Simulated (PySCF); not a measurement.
**Correlation energy of Gd (gadolinium, neutral)**

[Xe] 4f7 5d1 6s2, high-spin 9D determinant. All numbers are calculated (PySCF 2.14, the spin-free X2C one-electron Hamiltonian (Gaussian nucleus), in ANO-RCC-VTZP (8s7p5d3f2g1h, 104 functions)). Frozen: [Ar] 3d10; 36 electrons correlated.

MP2 pair energies summed by pair of shells (mhartree):

| pair | energy | share (%) |
| --- | --- | --- |
| 4d-4f | -231.33 | 19.3 |
| 4f-5p | -153.01 | 12.8 |
| 4f-4f | -128.50 | 10.7 |
| 4d-4d | -123.21 | 10.3 |
| 5p-5p | -116.58 | 9.7 |
| 4d-5p | -86.07 | 7.2 |
| 4p-4d | -52.36 | 4.4 |
| 4p-4f | -37.35 | 3.1 |
| 5s-5p | -35.12 | 2.9 |
| 4f-5s | -34.33 | 2.9 |
| 5p-6s | -30.81 | 2.6 |
| 4d-5s | -26.22 | 2.2 |
| 5p-5d | -26.20 | 2.2 |
| 6s-6s | -15.19 | 1.3 |
| 4p-4p | -12.36 | 1.0 |
| 4f-5d | -10.94 | 0.9 |
| 4f-6s | -10.62 | 0.9 |
| 5d-6s | -8.88 | 0.7 |
| 4p-5p | -8.73 | 0.7 |
| 4s-4d | -8.69 | 0.7 |
| 4s-4f | -7.89 | 0.7 |
| 5s-5s | -6.05 | 0.5 |
| 4s-4p | -5.94 | 0.5 |
| 4d-5d | -4.60 | 0.4 |
| 4p-5s | -4.55 | 0.4 |
| 4d-6s | -4.03 | 0.3 |
| 5s-5d | -3.51 | 0.3 |
| 5s-6s | -1.66 | 0.1 |
| 4s-4s | -0.99 | 0.1 |
| 4s-5p | -0.98 | 0.1 |

Total MP2 correlation energy: -1197.9 mhartree.

Same-spin part -495.01 and opposite-spin part -702.92 mhartree; SCS-MP2 scales them by 1/3 and 6/5 to -1008.5 mhartree.
